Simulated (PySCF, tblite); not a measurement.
Isomers of C7H9FNP, one GFN2-xTB conformer each. Single-point energies are computed at PBE0/pcSseg-1 (PySCF, gas phase, no added dispersion term), electronic only.

```
            SMILES  GFN2-xTB relative energy (kcal/mol)
Cc1cn(C2CC2)c(F)p1                                 13.8
  CP(N)c1cccc(F)c1                                  2.2
  N#CCCP1CC=C(F)C1                                 34.7
  FC1CP(n2cccc2)C1                                  0.0
  CN(C)c1ccpc(F)c1                                 14.1
```

Conformers: `[CH3:1][c:2]1[cH:3][n:4]([CH:5]2[CH2:6][CH2:7]2)[c:8]([F:9])[p:10]1` with C3–N4–C5–C6 53°; `[CH3:1][P:2]([NH2:3])[c:4]1[cH:5][cH:6][cH:7][c:8]([F:9])[cH:10]1` with C1–P2–N3–H -177° and 65°, C1–P2–C4–C5 81°; `[N:1]#[C:2][CH2:3][CH2:4][P:5]1[CH2:6][CH:7]=[C:8]([F:9])[CH2:10]1` with C2–C3–C4–P5 177°, C3–C4–P5–C6 176°, C4–P5–C6–C7 -83°, P5–C6–C7–C8 -12°, C7–C8–C10–P5 12°, C4–P5–C10–C8 82°; `[F:1][CH:2]1[CH2:3][P:4]([n:5]2[cH:6][cH:7][cH:8][cH:9]2)[CH2:10]1` with C3–P4–N5–C6 141°, F1–C2–C3–P4 -130°, C2–C3–P4–N5 108°, C3–P4–C10–C2 -9°, F1–C2–C10–P4 130°.

Q: What does PBE0/pcSseg-1 give for the same structures?

A: 
| SMILES | PBE0/pcSseg-1 E (Eh) | PBE0/pcSseg-1 (kcal/mol) | GFN2-xTB (kcal/mol) | point group |
| --- | --- | --- | --- | --- |
| CP(N)c1cccc(F)c1 | -767.43913 | 0.0 | 2.2 | C1 |
| CN(C)c1ccpc(F)c1 | -767.40901 | 18.9 | 14.1 | C1 |
| FC1CP(n2cccc2)C1 | -767.40855 | 19.2 | 0.0 | Cs |
| N#CCCP1CC=C(F)C1 | -767.40053 | 24.2 | 34.7 | C1 |
| Cc1cn(C2CC2)c(F)p1 | -767.39174 | 29.7 | 13.8 | C1 |

GFN2-xTB puts FC1CP(n2cccc2)C1 lowest instead; measured from each level's own lowest isomer, the values differ by up to 19.2 kcal/mol (FC1CP(n2cccc2)C1: 0.0 against 19.2). As drawn, the lowest has an N–H bond, which the highest lacks; the highest has a three-membered ring, which the lowest lacks. Neighbours under 2.5 kcal/mol apart (CN(C)c1ccpc(F)c1 and FC1CP(n2cccc2)C1) can change places with a better method, another conformer or zero-point energy.

Q: Which frontier levels, dipoles and rotational constants go with these structures?

A: 
```csv
SMILES,"HOMO (eV, PBE0/pcSseg-1)",LUMO (eV),dipole (D),"A, B, C (MHz)"
CP(N)c1cccc(F)c1,-6.16,-0.65,2.53,"2315, 690.9, 595.8"
CN(C)c1ccpc(F)c1,-5.79,-0.93,5.65,"2112, 782.4, 576.4"
FC1CP(n2cccc2)C1,-6.36,0.00,1.61,"2494, 778.6, 663.6"
N#CCCP1CC=C(F)C1,-7.42,0.05,3.74,"1910, 604.3, 538.6"
Cc1cn(C2CC2)c(F)p1,-6.17,-0.06,3.88,"2012, 893.1, 647.1"
```

Q: What happens when harmonic zero-point energies from GFN2-xTB frequencies are added?

A: 
```json
{"SMILES": "CP(N)c1cccc(F)c1", "ZPE (kcal/mol)": "89.6", "electronic (kcal/mol)": "0.0", "with ZPE (kcal/mol)": "0.0"}
{"SMILES": "CN(C)c1ccpc(F)c1", "ZPE (kcal/mol)": "90.8", "electronic (kcal/mol)": "18.9", "with ZPE (kcal/mol)": "20.2"}
{"SMILES": "FC1CP(n2cccc2)C1", "ZPE (kcal/mol)": "91.1", "electronic (kcal/mol)": "19.2", "with ZPE (kcal/mol)": "20.7"}
{"SMILES": "N#CCCP1CC=C(F)C1", "ZPE (kcal/mol)": "89.5", "electronic (kcal/mol)": "24.2", "with ZPE (kcal/mol)": "24.1"}
{"SMILES": "Cc1cn(C2CC2)c(F)p1", "ZPE (kcal/mol)": "91.4", "electronic (kcal/mol)": "29.7", "with ZPE (kcal/mol)": "31.6"}
```

The zero-point energies span 1.9 kcal/mol. The order is unchanged.
